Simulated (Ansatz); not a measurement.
Consider the ligand exchange at a Ge–C bond: `C#[C][GeH2][NH2]` + H–F → `[NH2][GeH2][F]` + `C#C`.

Gas-phase electronic energies from Ansatz, PBE0-D4/def2-TZVP geometries. CCSD(T)/CBS is the MP2 limit (def2-TZVPP, def2-QZVPP) plus CCSD(T) − MP2 in def2-TZVPP, frozen cores. This one scheme is used for every species. DFT in def2-TZVPP. B3LYP here is the variant with VWN-RPA as its local correlation; programs differ in this. For Ge outer-core shells are correlated without core-valence functions, which leaves a few kJ/mol of doubt a bond. Scalar relativity is left out up to krypton. Each species was taken in one conformer, which may not be the lowest.

`C#[C][GeH2][NH2]`:

Cartesian coordinates in Å:
```
C -0.669 -0.816 2.199
C -0.578 -0.530 1.031
Ge -0.396 -0.056 -0.815
N 1.145 0.874 -1.170
H -0.752 -1.071 3.231
H -1.580 0.842 -1.189
H -0.358 -1.352 -1.631
H 1.202 1.760 -0.687
H 1.987 0.351 -0.971
```

H–F:

Z-matrix (Å, degrees):
```
F
H 1 0.920
```

`[NH2][GeH2][F]`:

Z-matrix (Å, degrees):
```
Ge
F 1 1.752
N 1 1.811 2 111.5
H 1 1.530 2 105.1 3 -118.3
H 1 1.530 2 105.1 3 118.3
H 3 1.009 1 116.2 2 65.7
H 3 1.009 1 116.2 2 -65.7
```

`C#C`:

Cartesian coordinates in Å:
```
C 0.007 0.112 0.588
C -0.007 -0.112 -0.588
H 0.019 0.312 1.634
H -0.019 -0.312 -1.634
```

Task: Is it downhill or uphill in electronic energy at CCSD(T)/CBS, and by how much? (Best estimate.)

Result: Ansatz gave: Downhill: ΔE = -52.0 kJ/mol.

Task: What do these levels give: B3LYP-D4, ωB97M-V, PBE-QIDH, PBE0, BHLYP, SCS-MP2/def2-TZVPP? (Estimate.)

Result: Ansatz gave: B3LYP-D4 -63.0, ωB97M-V -61.8, PBE-QIDH -51.8, PBE0 -56.3, BHLYP -69.3, SCS-MP2/def2-TZVPP -53.1 kJ/mol.

Task: What do rigid-rotor, harmonic-oscillator terms from PBE0-D4/def2-TZVP frequencies (298.15 K, 1 bar) make of the CCSD(T)/CBS value? (Estimate.)

Result: Computed: ΔZPE = +2.6 kJ/mol, ΔH = -52.0 kJ/mol, ΔS = -5 J/(mol·K), ΔG = -50.5 kJ/mol.

Largest T1 diagnostic among the species: 0.013.

From r2SCAN to r2SCAN0 (25 % exact exchange), in def2-TZVPP and without D4, ΔE moves by +3.5 kJ/mol. At CCSD(T), def2-SVP lies −14.8 kJ/mol from the extrapolated value and def2-TZVPP +1.7 kJ/mol.
